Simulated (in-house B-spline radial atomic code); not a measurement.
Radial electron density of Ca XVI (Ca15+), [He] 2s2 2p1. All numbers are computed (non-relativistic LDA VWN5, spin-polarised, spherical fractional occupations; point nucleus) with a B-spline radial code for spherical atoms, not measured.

Columns: r (bohr), 4πr²n(r) (electrons per bohr), bar.

```
 0.00286   0.4934 #
 0.00332   0.6528 #
 0.00386   0.8635 ##
 0.00449    1.139 ##
 0.00521     1.49 ###
 0.00606    1.949 ####
 0.00704    2.529 #####
 0.00818    3.262 ######
  0.0095    4.173 ########
   0.011    5.269 ##########
  0.0128    6.638 #############
  0.0149    8.269 ################
  0.0173    10.13 ####################
  0.0201    12.22 ########################
  0.0234    14.51 ############################
  0.0272    16.83 ################################
  0.0316    19.04 #####################################
  0.0367    20.94 ########################################
  0.0426    22.27 ###########################################
  0.0495     22.8 ############################################
  0.0576    22.34 ###########################################
  0.0669    20.82 ########################################
  0.0777    18.37 ###################################
  0.0903    15.34 ##############################
   0.105    12.24 ########################
   0.122    9.702 ###################
   0.142    8.191 ################
   0.165    7.906 ###############
   0.191    8.545 ################
   0.222    9.531 ##################
   0.258    10.09 ###################
     0.3    9.654 ###################
   0.349    8.101 ################
   0.405    5.878 ###########
   0.471    3.579 #######
   0.547    1.807 ###
   0.636   0.7275 #
   0.739   0.2286 
   0.858  0.05426 
   0.997 0.009168 
    1.16 0.001034
```

On this grid the curve has 2 maxima, near 0.0495, 0.258 bohr.

The 2s up radial function P(r) = rR(r), positive near the nucleus:

```csv
r (bohr),P
0.001,0.0557
0.00135,0.07467
0.00182,0.09972
0.00246,0.1331
0.00332,0.1765
0.00449,0.233
0.00606,0.3046
0.00818,0.3935
0.011,0.4989
0.0149,0.622
0.0201,0.7491
0.0272,0.8631
0.0367,0.927
0.0495,0.8905
0.0669,0.6893
0.0903,0.2725
0.122,-0.3601
0.165,-1.096
0.222,-1.677
0.3,-1.841
0.405,-1.478
0.547,-0.8269
0.739,-0.2938
0.997,-0.05826
```
